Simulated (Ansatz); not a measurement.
The same ligand exchange along the group Li, Na, K.

Gas-phase electronic energies from Ansatz, PBE0-D4/def2-TZVP geometries. CCSD(T)/CBS is the MP2 limit (def2-TZVPP, def2-QZVPP) plus CCSD(T) − MP2 in def2-TZVPP, frozen cores. This one scheme is used for every species. DFT in def2-TZVPP. def2 core potentials past Kr. For I, K, Li, Na outer-core shells are correlated without core-valence functions, which leaves a few kJ/mol of doubt a bond. Scalar relativity is left out up to krypton.

| reaction | revPBE-D4 (kJ/mol) | ωB97M-V (kJ/mol) | B2PLYP (kJ/mol) | CCSD(T)/def2-SVP (kJ/mol) | CCSD(T)/CBS(def2) (kJ/mol) |
| --- | --- | --- | --- | --- | --- |
| `[Li][SH]` + HI → `[Li][I]` + H₂S | -91 | -100 | -99 | -113 | -99 |
| `[Na][SH]` + HI → `[Na][I]` + H₂S | -101 | -112 | -111 | -125 | -110 |
| `[SH][K]` + HI → `[K][I]` + H₂S | -112 | -125 | -125 | -143 | -119 |

Largest T1 diagnostic: 0.009, for H₂S.
